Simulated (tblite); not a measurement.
Compound: C₆H₁₀ClO (doublet state).
SMILES with atom numbers: `[OH:1][C@@H:2]1[CH2:3][CH:4][CH2:5][C@@H:6]([Cl:7])[CH2:8]1` (hydrogens: H9 on O1; H10 on C2; H11, H12 on C3; H13 on C4; H14, H15 on C5; H16 on C6; H17, H18 on C8)

Geometry (GFN2-xTB, Å), atoms numbered from 1 in this order:
```xyz
18
C6H10ClO angstrom
O      1.8576    0.2211    0.9188
C      1.2784    0.0086   -0.3465
C      0.4088    1.2162   -0.7966
C     -0.7729    1.3390    0.0801
C     -1.6322    0.1416    0.2021
C     -0.7555   -1.0274    0.6855
Cl    -1.7385   -2.5207    0.7817
C      0.4148   -1.2522   -0.2593
H      2.3480    1.0502    0.9081
H      2.0733   -0.1530   -1.0947
H      0.1068    1.0153   -1.8302
H      1.0126    2.1257   -0.7850
H     -0.7991    2.0950    0.8442
H     -2.0507   -0.1392   -0.7709
H     -2.4529    0.3035    0.9000
H     -0.3875   -0.8344    1.6951
H      0.0484   -1.5101   -1.2541
H      1.0318   -2.0729    0.1099
```

Computed geometry: GFN2-xTB, gas phase. This method treats the open shell by occupation alone, without spin polarisation.

Masses are those of the commonest isotopes; rigid-rotor values at the optimised geometry. The values belong to one conformer with, in the numbering `[OH:1][C@@H:2]1[CH2:3][CH:4][CH2:5][C@@H:6]([Cl:7])[CH2:8]1`, H–O1–C2–C3 -54°, O1–C2–C3–C4 -67°, C2–C3–C4–C5 -55°, C3–C4–C5–C6 56°, C4–C5–C6–Cl7 -178°.

**Question.** Give the principal moments of inertia and the rotational constants in MHz.

**Answer.** Ia = 164.81, Ib = 435.07, Ic = 522.64 u·Å²; 505379 MHz·u·Å²/I gives A = 3066, B = 1162, C = 967.0 MHz.

**Question.** Classify the top.

**Answer.** An asymmetric top: κ = (2 × 1162 − 3066 − 967.0)/(3066 − 967.0) = -0.81.

**Question.** What does the inertial defect say?

**Answer.** Not planar: Δ = Ic − Ia − Ib = -77.24 u·Å². For a rigid frame Δ = −2 Σ m c², so Σ m c² = 38.62 u·Å² lies off the ab plane: 13.35 from hydrogen and 25.27 from heavier atoms. The atom farthest from that plane is 1.71 Å away.

**Question.** Give the other two planar moments, Paa and Pbb, and the rms extents of the mass along the axes.

**Answer.** Paa = Σ m a² = (Ib + Ic − Ia)/2 = 396.45 and Pbb = Σ m b² = (Ia + Ic − Ib)/2 = 126.19 u·Å². With the mass M = 133.04 u, the rms extents √(P/M) along a, b and c are 1.73, 0.97, 0.54 Å.

**Question.** List the rotational levels J(Ka,Kc) to J = 4 (MHz).

**Answer.** Above 0(0,0):
J = 1: 1(0,1) 2129, 1(1,1) 4033, 1(1,0) 4228
J = 2: 2(0,2) 6372, 2(1,2) 8096, 2(1,1) 8680, 2(2,1) 14394, 2(2,0) 14408
J = 3: 3(0,3) 12701, 3(1,3) 14181, 3(1,2) 15348, 3(2,2) 20780, 3(2,1) 20850, 3(3,1) 30799, 3(3,0) 30800
J = 4: 4(0,4) 21078, 4(1,4) 22280, 4(1,3) 24222, 4(2,3) 29283, 4(2,2) 29491, 4(3,2) 39340, 4(3,1) 39345, 4(4,1) 53331, 4(4,0) 53331
Those of J = 1 are B + C, A + C and A + B.

**Question.** Estimate the classical rotational partition function at 10 K, 25 K and 200 K.

**Answer.** Point group C1, symmetry number σ = 1; q = (√π/σ)·√((kT/h)³/(ABC)), k/h = 20836.6 MHz/K: 2870 at 10 K, 11400 at 25 K, 257000 at 200 K.

For this open shell read J as N, the rotation without spin; fine and hyperfine splittings come on top. Its GFN2-xTB frequencies are all real (lowest 109 cm⁻¹). Constants of a rigid frame at the computed geometry: no zero-point averaging, no centrifugal distortion.

On one thread of an Arm Neoverse V2, on a shared host, this took 0.46 s of wall time. These figures are those of the optimisation.
